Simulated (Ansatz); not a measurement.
CH10N2Si2 can be A, `C[SiH](N)[SiH2]N`, or B, `CN[SiH2][SiH2]N`.

Gas-phase electronic energies from Ansatz, PBE0-D4/def2-TZVP geometries. CCSD(T)/CBS adds triple-zeta CCSD(T) − MP2 to the extrapolated MP2 energy (def2 sets, frozen cores). Functionals use def2-TZVPP. B3LYP here is the variant with VWN-RPA as its local correlation; programs differ in this. Each species was taken in one conformer, which may not be the lowest.

A:

Z-matrix (Å, degrees):
```
C
Si 1 1.871
H 1 1.092 2 111.1
H 1 1.093 2 110.5 3 120.3
H 1 1.094 2 110.9 3 -120.4
N 2 1.733 1 108.9 3 59.2
Si 2 2.353 1 113.4 3 -55.3
H 2 1.500 1 106.8 3 -176.6
H 6 1.009 2 117.5 1 -162.7
H 6 1.009 2 119.8 1 58.5
N 7 1.732 2 105.0 1 111.1
H 7 1.500 2 110.3 1 -13.7
H 7 1.490 2 113.3 1 -131.7
H 11 1.009 7 117.5 2 -43.2
H 11 1.008 7 120.1 2 177.2
```

B:

```xyz
15

C     1.871    0.049    0.848
N     0.968    1.181    0.866
Si   -0.335    1.370   -0.241
Si   -1.705   -0.533   -0.250
N    -0.823   -1.849   -0.951
H     1.329   -0.847    0.537
H     2.273   -0.144    1.847
H     2.719    0.176    0.161
H     1.383    2.021    1.237
H    -1.104    2.571    0.188
H     0.080    1.617   -1.666
H    -2.984   -0.184   -0.951
H    -2.080   -0.949    1.130
H    -1.220   -2.776   -0.913
H    -0.373   -1.702   -1.842
```

(1) Which is lower in electronic energy at CCSD(T)/CBS, and by how much? (An estimate is asked.)

(2) Give E(B) − E(A) in kcal/mol with PBE0-D4, B3LYP-D4, CCSD(T)/def2-TZVPP, PBE-D4, CCSD/def2-TZVPP, r2SCAN-D4, B3LYP. (An estimate is asked.)

Largest T1 diagnostic: 0.011.

Answers

(1) Ansatz gave: A, by 20.6 kcal/mol.

(2) Ansatz gave: PBE0-D4 20.0, B3LYP-D4 19.3, CCSD(T)/def2-TZVPP 19.9, PBE-D4 19.8, CCSD/def2-TZVPP 19.7, r2SCAN-D4 21.0, B3LYP 19.1. None reverses the order clearly.

In def2-TZVPP, CCSD(T) changes the Hartree–Fock value by +2.1 kcal/mol (the triples alone add +0.2 kcal/mol) and MP2 by +3.2 kcal/mol.
